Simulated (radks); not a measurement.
Q: All-electron atom: Ti1.875+ in [Ar] 3d(3/2: 1.125, 5/2: 0) 4s1 (fractional occupations, a model configuration). All-electron calculation, Dirac Kohn-Sham, LDA (Slater exchange, Perdew-Wang correlation), spin-unpolarised, spherical densities, point nucleus. Program: a radial shooting solver on a logarithmic mesh with Libxc functionals.

Spin-orbit splittings of the eigenvalues, e(l+1/2) - e(l-1/2), with zeta = 2 splitting/(2l+1) and mean radii in bohr:

shell   occ.  splitting (eV)  zeta (eV)  <r> j=l-1/2  <r> j=l+1/2
2p         6               ?          ?       0.2885       0.2912
3p         6          0.6895     0.4597        1.062        1.069
3d     1.125         0.05935    0.02374        1.330        1.333

Estimate the 2p splitting.

A: 5.754 eV (zeta = 3.836 eV).
